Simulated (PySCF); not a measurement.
HFSSn (SMILES [F][Sn][SH]), singlet, at a GFN2-xTB geometry (such geometries of metal compounds can be far from the true shape) (core potentials on Sn), atoms displaced at random by about 0.08 Å a coordinate; HF/def2-SVP, gradient by finite differences (PySCF).

The PySCF input:
```python
from pyscf import gto, scf

mol = gto.Mole()
mol.atom = '''
    Sn    0.229420   -0.176023    0.524583
    F     0.481407   -1.718559   -0.981927
    S    -0.725444    1.486130   -1.122683
    H    -0.938761    2.479896   -0.048640
'''
mol.basis = 'def2-svp'
mol.ecp = {'Sn': 'def2-svp'}
mol.charge = 0
mol.spin = 0
mol.verbose = 4
mol.build()

mf = scf.RHF(mol)
mf.conv_tol = 1e-11
mf.kernel()
scan, done = mf.as_scanner(), []
scan.scf_summary = {}
def energy(d):
    c = mol.atom_coords()
    c[1, 1] += d
    e = scan(mol.set_geom_(c, unit='Bohr', inplace=False))
    done.append(scan.converged)
    return e
h = 0.01
fd = (energy(h) - energy(-h)) / (2 * h)
print('dE/dx =', fd)
```

Output, abridged:

```
PySCF version 2.14.0

[INPUT] verbose = 4
[INPUT] num. atoms = 4
[INPUT] num. electrons = 48
[INPUT] charge = 0
[INPUT] spin (= nelec alpha-beta = 2S) = 0
[INPUT] symmetry False subgroup None
[INPUT] Mole.unit = angstrom
[INPUT] Symbol           X                Y                Z      unit          X                Y                Z       unit  Magmom
[...]
nuclear repulsion = 154.912237381956
number of shells = 27
number of NR pGTOs = 128
number of NR cGTOs = 63
basis = def2-svp
ecp = {'Sn': 'def2-svp'}

******** <class 'pyscf.scf.hf.RHF'> ********
method = RHF
initial guess = minao
damping factor = 0
level_shift factor = 0
DIIS = <class 'pyscf.scf.diis.CDIIS'>
diis_start_cycle = 1
diis_space = 8
diis_damp = 0
SCF conv_tol = 1e-11
SCF conv_tol_grad = None
SCF max_cycles = 50
direct_scf = True
direct_scf_tol = 1e-13
Set gradient conv threshold to 3.16228e-06
Initial guess from minao.
init E= -687.008232148805
[...]
cycle= 1 E= -709.480074348871  delta_E= -22.5  |g|= 1.99  |ddm|= 6.28
[...]
cycle= 2 E= -708.683131676527  delta_E= 0.797  |g|= 1.89  |ddm|= 6.26
[...]
cycle= 3 E= -710.585347997463  delta_E= -1.9  |g|= 0.558  |ddm|= 4.99
[...]
cycle= 4 E= -710.720153478733  delta_E= -0.135  |g|= 0.125  |ddm|= 0.649
[...]
cycle= 5 E= -710.731566741104  delta_E= -0.0114  |g|= 0.0478  |ddm|= 0.236
[...]
cycle= 6 E= -710.733373847671  delta_E= -0.00181  |g|= 0.0211  |ddm|= 0.105
[...]
cycle= 7 E= -710.733782974049  delta_E= -0.000409  |g|= 0.0084  |ddm|= 0.049
[...]
cycle= 8 E= -710.733884246945  delta_E= -0.000101  |g|= 0.00296  |ddm|= 0.0302
[...]
cycle= 9 E= -710.733898586844  delta_E= -1.43e-05  |g|= 0.000996  |ddm|= 0.0117
[...]
cycle= 10 E= -710.733900135581  delta_E= -1.55e-06  |g|= 0.000205  |ddm|= 0.00447
[...]
cycle= 11 E= -710.733900192816  delta_E= -5.72e-08  |g|= 5.1e-05  |ddm|= 0.000892
[...]
cycle= 12 E= -710.733900195585  delta_E= -2.77e-09  |g|= 1.15e-05  |ddm|= 0.000165
[...]
cycle= 13 E= -710.733900195733  delta_E= -1.48e-10  |g|= 4.12e-06  |ddm|= 3.42e-05
[...]
cycle= 14 E= -710.733900195758  delta_E= -2.46e-11  |g|= 1.25e-06  |ddm|= 1.44e-05
[...]
cycle= 15 E= -710.733900195758  delta_E= 4.55e-13  |g|= 3.3e-07  |ddm|= 4.38e-06
[...]
Extra cycle  E= -710.733900195754  delta_E= 3.64e-12  |g|= 1.57e-07  |ddm|= 5.95e-07
converged SCF energy = -710.733900195754
Create scanner for <class 'pyscf.scf.hf.RHF'>

WARN: Mole.unit (angstrom) is changed to Bohr

New geometry
[...]
[...]
cycle= 3 E= -710.734353680268  delta_E= -1.18e-07  |g|= 0.000115  |ddm|= 0.000529
[...]
cycle= 4 E= -710.734353690147  delta_E= -9.88e-09  |g|= 5.24e-05  |ddm|= 0.000218
[...]
cycle= 5 E= -710.734353692554  delta_E= -2.41e-09  |g|= 1.32e-05  |ddm|= 0.00013
[...]
cycle= 6 E= -710.7343536927  delta_E= -1.46e-10  |g|= 4.5e-06  |ddm|= 2.86e-05
[...]
cycle= 7 E= -710.73435369272  delta_E= -2e-11  |g|= 1.21e-06  |ddm|= 1.33e-05
[...]
cycle= 8 E= -710.734353692723  delta_E= -2.84e-12  |g|= 3.73e-07  |ddm|= 3.4e-06
[...]
Extra cycle  E= -710.734353692724  delta_E= -1.25e-12  |g|= 1.85e-07  |ddm|= 8.18e-07
converged SCF energy = -710.734353692724

WARN: Mole.unit (angstrom) is changed to Bohr

New geometry
   1 Sn     0.229420000000  -0.176023000000   0.524583000000 AA    0.433540967498  -0.332635261624   0.991318199603 Bohr
   2 F      0.481407000000  -1.723850772109  -0.981927000000 AA    0.909727384448  -3.257605838906  -1.855573104316 Bohr
   3 S     -0.725444000000   1.486130000000  -1.122683000000 AA   -1.370890478709   2.808378685500  -2.121563394705 Bohr
   4 H     -0.938761000000   2.479896000000  -0.048640000000 AA   -1.774001186423   4.686324257404  -0.091916278699 Bohr

******** <class 'pyscf.scf.hf.RHF_Scanner'> ********
method = RHF_Scanner
initial guess = minao
damping factor = 0
level_shift factor = 0
DIIS = <class 'pyscf.scf.diis.CDIIS'>
diis_start_cycle = 1
diis_space = 8
diis_damp = 0
SCF conv_tol = 1e-11
SCF conv_tol_grad = None
SCF max_cycles = 50
direct_scf = True
direct_scf_tol = 1e-13
Set gradient conv threshold to 3.16228e-06
init E= -710.731254796616
[...]
cycle= 1 E= -710.733440326004  delta_E= -0.00219  |g|= 0.00251  |ddm|= 0.00815
[...]
cycle= 2 E= -710.733441520157  delta_E= -1.19e-06  |g|= 0.0017  |ddm|= 0.00316
[...]
cycle= 3 E= -710.733442001579  delta_E= -4.81e-07  |g|= 0.00023  |ddm|= 0.00107
[...]
cycle= 4 E= -710.733442041331  delta_E= -3.98e-08  |g|= 0.000105  |ddm|= 0.000436
[...]
cycle= 5 E= -710.733442051102  delta_E= -9.77e-09  |g|= 2.66e-05  |ddm|= 0.000263
[...]
cycle= 6 E= -710.733442051701  delta_E= -5.99e-10  |g|= 9.09e-06  |ddm|= 5.79e-05
[...]
cycle= 7 E= -710.733442051779  delta_E= -7.79e-11  |g|= 2.44e-06  |ddm|= 2.69e-05
[...]
cycle= 8 E= -710.733442051788  delta_E= -8.98e-12  |g|= 7.49e-07  |ddm|= 6.87e-06
[...]
Extra cycle  E= -710.733442051779  delta_E= 9.09e-12  |g|= 3.7e-07  |ddm|= 1.64e-06
converged SCF energy = -710.733442051779
dE/dx = -0.04558204726663462
```
